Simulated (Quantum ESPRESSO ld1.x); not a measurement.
Au28+, 51 electrons, occupied as [Kr] 4d10 4f5.

Method: Dirac Kohn-Sham, PBE, spin-unpolarised, spherical densities, point nucleus; open shells fill j = l - 1/2 first; computed with ld1.x of Quantum ESPRESSO 7.5.

Energy parts (hartree):
| part | energy |
|---|---|
| total | -18676.07 |
| kinetic | 21519.41 |
| electron-nucleus | -45250.56 |
| Hartree | 5383.06 |
| exchange-correlation | -327.97 |

Orbitals (lengths in bohr, moments of r in powers of bohr):
\begin{tabular}{lrrrrr}
orbital & occ. & eigenvalue (hartree) & <1/r> & <r> & <r^4> \\ \hline
1s1/2 & 2 & -2998.67 & 95.84 & 0.01686 & 4.244e-07 \\
2s1/2 & 2 & -557.172 & 23.54 & 0.07045 & 0.00006186 \\
2p1/2 & 2 & -535.609 & 23.49 & 0.05799 & 0.00003679 \\
2p3/2 & 4 & -468.153 & 19.13 & 0.06654 & 0.00005702 \\
3s1/2 & 2 & -157.875 & 8.662 & 0.1828 & 0.002221 \\
3p1/2 & 2 & -148.240 & 8.569 & 0.1732 & 0.001936 \\
3p3/2 & 4 & -133.272 & 7.440 & 0.1886 & 0.002660 \\
3d3/2 & 4 & -117.353 & 7.330 & 0.1643 & 0.001759 \\
3d5/2 & 6 & -114.139 & 7.073 & 0.1690 & 0.001934 \\
4s1/2 & 2 & -58.9363 & 3.829 & 0.3915 & 0.04219 \\
4p1/2 & 2 & -54.7849 & 3.736 & 0.3910 & 0.04343 \\
4p3/2 & 4 & -50.7563 & 3.358 & 0.4188 & 0.05652 \\
4d3/2 & 4 & -43.9782 & 3.204 & 0.4153 & 0.05868 \\
4d5/2 & 6 & -43.1721 & 3.120 & 0.4235 & 0.06307 \\
4f5/2 & 5 & -34.6436 & 2.890 & 0.4053 & 0.05908 \\
4f7/2 & 0 & -34.4370 & 2.860 & 0.4088 & 0.06086 \\
\end{tabular}

The highest occupied level is 4f5/2 at -942.70 eV. Summed over all electrons, <r^2> = 5.136 bohr^2, which gives a Langevin (diamagnetic) susceptibility term of -4.07 x 10^-6 cm^3/mol.
